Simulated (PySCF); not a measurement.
## Nonlinear optical response: 3-chloro-1,1,1,2,2-pentafluoropropane (SMILES ClCC(C(F)(F)F)(F)F)

Molfile (atoms numbered from 1):
```
C3H2ClF5
     RDKit          3D

 11 10  0  0  0  0  0  0  0  0999 V2000
    1.5618   -0.7740    0.8643 F   0  0  0  0  0  0  0  0  0  0  0  0
    1.2605    0.3109    0.1526 C   0  0  0  0  0  0  0  0  0  0  0  0
    1.7367    0.1634   -1.0719 F   0  0  0  0  0  0  0  0  0  0  0  0
    1.8451    1.3590    0.7128 F   0  0  0  0  0  0  0  0  0  0  0  0
   -0.2706    0.5108    0.1396 C   0  0  0  0  0  0  0  0  0  0  0  0
   -0.5448    1.5114   -0.7094 F   0  0  0  0  0  0  0  0  0  0  0  0
   -0.6187    0.9028    1.3842 F   0  0  0  0  0  0  0  0  0  0  0  0
   -1.1000   -0.7181   -0.1763 C   0  0  0  0  0  0  0  0  0  0  0  0
   -0.8499   -1.3375   -1.8111 Cl  0  0  0  0  0  0  0  0  0  0  0  0
   -2.1523   -0.4241   -0.0624 H   0  0  0  0  0  0  0  0  0  0  0  0
   -0.8622   -1.5054    0.5498 H   0  0  0  0  0  0  0  0  0  0  0  0
  1  2  1  0
  2  3  1  0
  2  4  1  0
  2  5  1  0
  5  6  1  0
  5  7  1  0
  5  8  1  0
  8  9  1  0
  8 10  1  0
  8 11  1  0
M  END
```

Theory: quadratic response CAM-B3LYP/aug-cc-pVDZ first hyperpolarisability, Taylor convention, gas phase in PySCF 2.14.0. Geometry: PBE0-D3(BJ)/def2-SVP.

Q: Give β for the processes computed.

A: In au, Taylor convention; the vector part is βᵢ = ⅓ Σⱼ (βᵢⱼⱼ + βⱼᵢⱼ + βⱼⱼᵢ); β∥ is 3/5 of the vector part along the dipole, the dipole points from − to +:
| process | λ (nm) | β vector norm | β∥ | β HRS | depolarisation ratio |
| --- | --- | --- | --- | --- | --- |
| static β(0;0,0) | ∞ | 101.1 | -41.6 | 37.5 | 8.09 |
| second harmonic β(−2ω;ω,ω) | 1907 | 103.4 | -42.4 | 38.4 | 8.06 |
| Pockels β(−ω;ω,0) | 1907 | 101.8 | -41.8 | – | – |
| second harmonic β(−2ω;ω,ω) | 1064 | 109.0 | -44.3 | 40.5 | 8.00 |
| Pockels β(−ω;ω,0) | 1064 | 103.6 | -42.5 | – | – |

Q: Which lowest excitations, dipole and polarisabilities go with it?

A: S1 7.41 eV (f = 0.004); S2 7.50 eV (f = 0.005); S3 8.15 eV (f = 0.010); dipole 1.87 D; isotropic α 54.6 au static, 54.7 au at 1907 nm, 54.8 au at 1064 nm, 54.9 au at 953.5 nm, 55.7 au at 532 nm.
